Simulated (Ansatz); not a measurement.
Isomers of Tl4H5⁻ (singlet), relaxed with B3LYP-D4/def2-SVPD; total energies from Ansatz at PBE0-D4/def2-TZVPD.

```csv
isomer,description,energy (Eh)
A,point group not assigned; ,-693.12973
B,point group not assigned; 1 × Tl–Tl 3.29 Å; 3 × H–Tl 1.93 to 2.11 Å,-693.11700
C,point group not assigned; 2 × Tl–Tl 3.15 to 3.39 Å; 2 × H–Tl 1.88 Å,-693.10863
D,point group not assigned; 1 × Tl–Tl 3.12 Å; 3 × H–Tl 2.06 to 2.09 Å,-693.11281
```

In the def2 sets Tl takes a core potential; there is no spin–orbit coupling.

The isomers come from a short search, and lower ones may exist.

Problem. Work out the relative energies (1 Eh = 2625.5 kJ/mol) and the Boltzmann populations at 500 K from electronic energies alone (R = 8.314 J/mol/K).

Solution. ΔE: A 0.0, B 33.4, C 55.4, D 44.4 kJ/mol. RT = 4.16 kJ/mol. Factors exp(−ΔE/RT): A 1, B 0.000326, C 1.65e-06, D 2.32e-05; sum 1.000. Populations: A 100.0 %, B 0.0 %, C 0.0 %, D 0.0 %. Zero-point energy, vibrational entropy and symmetry numbers are left out and can shift these; an error of 4 kJ/mol changes a ratio by a factor of 2.6. Over the other density-functional and correlated levels in def2 sets, the gap between A and B ranges from 18 to 61 kJ/mol.
